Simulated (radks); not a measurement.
Values are calculated unless marked as measured or tabulated.
Question: All-electron atom: Ag+ in [Kr] 4d9 5f1 (not the ground configuration). Code: a radial shooting solver on a logarithmic mesh with Libxc functionals. Model: scalar-relativistic Kohn-Sham, PBE, spin-polarised, spherical densities, point nucleus; open shells are filled with parallel spins first (spin-orbit coupling, left out, can overturn this in heavy ions). Some entries of the table are withheld. Estimate them.

orbital  occ.  eigenvalue (eV)  <r> (bohr)  r(max) (bohr)
1s down     1        -25350.81     0.03111        0.02016
1s up       1        -25350.80     0.03111        0.02016
2s up       1        -3749.982      0.1349         0.1140
2s down     1        -3749.793      0.1349         0.1140
2p up       3        -3365.643      0.1177        0.09114
2p down     3        -3365.500      0.1177        0.09114
3s up       1        -704.0971      0.3685         0.3326
3s down     1        -704.0047      0.3685         0.3326
3p up       3        -577.8796      0.3676         0.3258
3p down     3        -577.7733      0.3676         0.3258
3d up       5        -378.8990      0.3458         0.2738
3d down     5        -378.7306      0.3458         0.2739
4s up       1        -115.5279      0.9100         0.8223
4s down     1        -114.7856      0.9095         0.8218
4p up       3              (1)      0.9952         0.8760
4p down     3              (2)      0.9949         0.8755
4d up       5         -26.8201       1.308          1.025
4d down     4         -26.0769       1.312          1.025
5f up       1          -1.8793       14.43          15.82

Answer: 
(1) 4p up eigenvalue (eV): -78.9153
(2) 4p down eigenvalue (eV): -78.1492
